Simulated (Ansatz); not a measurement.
Consider the germylene formation by 1,1-elimination: `[CH3][GeH2][GeH3]` → GeH₄ + `[CH3][GeH]`.

Program: Ansatz. Geometries: PBE0-D4/def2-TZVP. ΔE: electronic, gas phase. CBS: MP2 limit from def2 TZ/QZ plus the TZ coupled-cluster correction, frozen cores. Functionals use def2-TZVPP. For Ge outer-core shells are correlated without core-valence functions, which leaves a few kJ/mol of doubt a bond. Scalar relativity is left out up to krypton.

```tsv
level	ΔE (kJ/mol)	difference from CCSD(T)/CBS
LDA (SPW92)	225.5	29.8
B97M-V	193.4	-2.3
PBE0-D4	205.3	9.6
ωB97X-V	199.4	3.7
ωB97M-V	186.5	-9.2
PBE-QIDH	214.6	18.9
PBE0	198.5	2.8
CAM-B3LYP	180.9	-14.8
CCSD(T)/def2-SVP	185.2	-10.5
CCSD/CBS(def2)	191.5	-4.2
CCSD(T)/CBS	195.7	0
```

Largest T1 diagnostic among the species: 0.012.

The D4 term adds +12.0 kJ/mol with B3LYP and +6.8 kJ/mol with PBE0; it sums over pairs of atoms, weighted by their polarisabilities, and B3LYP, whose exchange is more repulsive, gets the larger term. At CCSD(T), def2-SVP lies −10.5 kJ/mol from the extrapolated value and def2-TZVPP +5.1 kJ/mol.

B3LYP here is the variant with VWN-RPA as its local correlation; programs differ in this.
